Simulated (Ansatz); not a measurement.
# Interaction energy ladder

The pair of Cu⁺ (SMILES [Cu+], atom 1) and CH4S (SMILES CS, atoms 2–7), both closed shells, in one local arrangement (a lower one may exist), relaxed at PBE0-D4/def2-TZVP:

```csv
atom,x (Å),y (Å),z (Å)
Cu1,-0.3608,2.1060,-1.3738
C2,-0.1067,-0.8084,0.0659
S3,-0.2599,0.9476,0.5002
H4,0.6630,-0.9745,-0.6824
H5,-1.0809,-1.1204,-0.3074
H6,0.1176,-1.3471,0.9853
H7,1.0277,1.1967,0.8121
```

Ansatz 0.2.0; basis: def2-TZVPPD, with def2-QZVPPD for the basis limit; cores frozen in the correlated methods. The 3s and 3p shells of Cu and Zn are frozen; filled d shells are correlated. B3LYP uses VWN-RPA correlation. Extrapolation: Hartree–Fock as exp(−7.88 √X), correlation as X^−2.97. Interaction energies count from these two fragments, frozen as in the pair, with the counterpoise correction; negative means bound.

Task: What is the interaction energy by CCSD(T) at an estimated basis limit (MP2 extrapolated from triple and quadruple zeta, plus CCSD(T) − MP2 in triple zeta)? (Judge from chemistry; the value comes from the calculation.)

Result: Computed: -212.2 kJ/mol. Hartree–Fock alone gives -131.8 kJ/mol at the basis limit. It counts from the two fragments frozen as in the pair.

The same quantity by other methods in triple zeta, and each one's difference from that estimate:
```tsv
method	E_int (kJ/mol)	difference
PBE-D4	-270.6	-58.4
revPBE-D4	-253.2	-41.0
BLYP-D4	-264.6	-52.4
r2SCAN-D4	-264.9	-52.7
B97M-V	-253.2	-41.0
PBE0-D4	-235.1	-23.0
B3LYP-D4	-238.6	-26.4
HSE06-D4	-234.6	-22.5
wB97X-V	-220.6	-8.4
wB97M-V	-219.2	-7.0
B2PLYP	-220.7	-8.5
HF	-131.2	80.9
MP2	-204.8	7.4
CCSD	-181.4	30.8
CCSD(T)	-191.9	20.3
```
Differences are method less estimate.

Task: Which atoms make the shortest contact between the fragments?

Result: Cu1 and S3, 2.21 Å apart.

Energy to bend the free fragments (PBE0-D4 minima) into their shapes in the pair, CCSD(T)/def2-TZVPPD: CH4S 1.8 kJ/mol. This must be added to the interaction energy to get the binding energy from relaxed fragments.

Basis-set superposition shift (counterpoise-corrected less uncorrected): CCSD(T) 7.0; MP2 6.4; HF 1.4; PBE0-D4 1.6; wB97M-V 1.6 kJ/mol.

T1 diagnostic: at most 0.020.

For scale, one of the runs: CCSD(T)/def2-TZVPPD, 223 basis functions, launched by `ansatz run in.yaml --threads 4 --pin off --events-out ev --progress --plain --max-ram 9574MiB`. Hardware: 4 CPU threads of an AMD EPYC 9R45, shared host. Wall time 18 s; peak host memory 3.3 GiB.
